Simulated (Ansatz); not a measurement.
```yaml
crystal:
  periodic: [false, false, false]
  atoms:
    - {symbol: Ga, position_ang: [-0.243781, 0.538423, -1.278760]}
    - {symbol: O, position_ang: [0.937607, 0.028909, 0.112158]}
    - {symbol: C, position_ang: [0.359237, -0.509329, 1.236293]}
    - {symbol: H, position_ang: [-0.246360, -1.415204, 1.028357]}
    - {symbol: H, position_ang: [-0.317738, 0.194543, 1.762915]}
    - {symbol: H, position_ang: [1.131565, -0.808999, 1.968516]}
    - {symbol: H, position_ang: [0.693278, 1.095834, -2.464270]}
    - {symbol: H, position_ang: [-1.238529, 1.669493, -0.670033]}
    - {symbol: H, position_ang: [-1.075279, -0.793680, -1.695185]}
basis:
  gaussian: {orbitals: pcseg-2, nuclear_model: gaussian}
total_charge: -1
hamiltonian: {xc: {name: revPBE}}
scf: {omitted_lower_state_checks: [starts]}
```

```sh
$ ansatz run in.yaml --threads 4 --pin off --events-out ev --progress --plain --max-ram 3916MiB
```

Output, abridged:

```
Functional definition: revPBE
1004 factors; their error is unknown
mean field evaluation 1: about -55554.9045 eV, gradient 4.3e1 eV
mean field evaluation 2: about -55553.6192 eV, gradient 5.2e1 eV
mean field evaluation 4: about -55558.4038 eV, gradient 3.9e0 eV
mean field evaluation 8: about -55558.3946 eV, gradient 3.7e-1 eV
mean field evaluation 16: about -55558.3947 eV, gradient 2.8e-5 eV
mean field -55558.39473289 eV, -2041.7333476010 hartree, gradient 2.8e-5 eV, S^2 0.000000; 0 other end points of the search recorded, 0 dependent functions left out
reference -55558.39480129 eV, -2041.7333501150 hartree; 26, 26 occupied and 161, 161 virtual orbitals, 1004 factors
Total energy: -55558.39480129 eV, -2041.7333501150 hartree
Checks for a lower state left out: starts
```

Hardware: 4 threads of Arm Neoverse V2 on a shared host. Wall time 1.2 s.

The highest occupied level of an anion often lies above zero with these methods, and sets without diffuse functions describe the outer electron poorly.
